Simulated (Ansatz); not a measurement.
A nudged elastic band was laid between two geometries of CH3BO2Si (8 atoms, charge 0, multiplicity 1).

All numbers below come from RKS revPBE/def2-SVP (Ansatz 0.2.0).

```
movable images  : 5
climbing image  : yes
spring          : 5.0 eV/Å²
optimiser       : quadratic models (default)
start path      : IDPP
force threshold : 0.05 eV/Å
iteration limit : 51
end points      : relaxed
```

Initial state:

```xyz
8
Properties=species:S:1:pos:R:3
O 0.046 -2.100 2.003
C 0.401 -1.099 1.514
B 0.828 0.155 0.879
Si -0.074 0.607 -0.692
O -1.300 -0.322 -1.371
H 1.708 0.848 1.344
H 0.167 1.828 -1.538
H -1.684 0.027 -2.195
```

Final state:

```xyz
8
Properties=species:S:1:pos:R:3
O -0.174 -2.103 1.729
C 0.271 -1.090 1.343
B 0.792 0.175 0.816
Si 0.000 0.784 -0.770
O -1.229 0.091 -1.681
H 1.679 0.797 1.362
H 0.342 2.035 -1.515
H -1.590 -0.747 -1.340
```

Question: What changes between the two ends?

Answer: No bond is made or broken. The dihedral B3–Si4–O5–H8 changes from -180 to 0° by way of a nearly straight angle Si4–O5–H8 (up to 179°), not by a turn about the bond.

Question: What energy profile does the band end with?

Answer: The forces met the threshold. The highest image is number 3 of 0 to 6, 8.0 kcal/mol above the first end and 8.8 kcal/mol above the last; the last end lies 0.9 kcal/mol below the first. A vibrational analysis at the climbing image gives 2 clearly imaginary modes (647i, 494i cm⁻¹): a point of higher order, so a lower path passes nearby.

```json
{"image": "0", "path coordinate (Å)": "0.00", "energy (kcal/mol)": "0.0", "angle Si4–O5–H8 (°)": "116"}
{"image": "1", "path coordinate (Å)": "0.31", "energy (kcal/mol)": "0.5", "angle Si4–O5–H8 (°)": "123"}
{"image": "2", "path coordinate (Å)": "0.62", "energy (kcal/mol)": "4.3", "angle Si4–O5–H8 (°)": "146"}
{"image": "3", "path coordinate (Å)": "0.92", "energy (kcal/mol)": "8.0", "angle Si4–O5–H8 (°)": "179"}
{"image": "4", "path coordinate (Å)": "1.25", "energy (kcal/mol)": "3.5", "angle Si4–O5–H8 (°)": "145"}
{"image": "5", "path coordinate (Å)": "1.58", "energy (kcal/mol)": "-0.4", "angle Si4–O5–H8 (°)": "121"}
{"image": "6", "path coordinate (Å)": "1.91", "energy (kcal/mol)": "-0.9", "angle Si4–O5–H8 (°)": "116"}
```

Question: What is the geometry of the highest image?

Answer: 
```xyz
8
Properties=species:S:1:pos:R:3
O -0.179 -2.155 1.773
C 0.279 -1.143 1.404
B 0.824 0.124 0.904
Si 0.041 0.746 -0.679
O -1.153 0.020 -1.515
H 1.713 0.730 1.465
H 0.421 2.015 -1.391
H -1.854 -0.394 -2.017
```

Time of the run: 2.4 min on 1 CPU thread of a shared host.
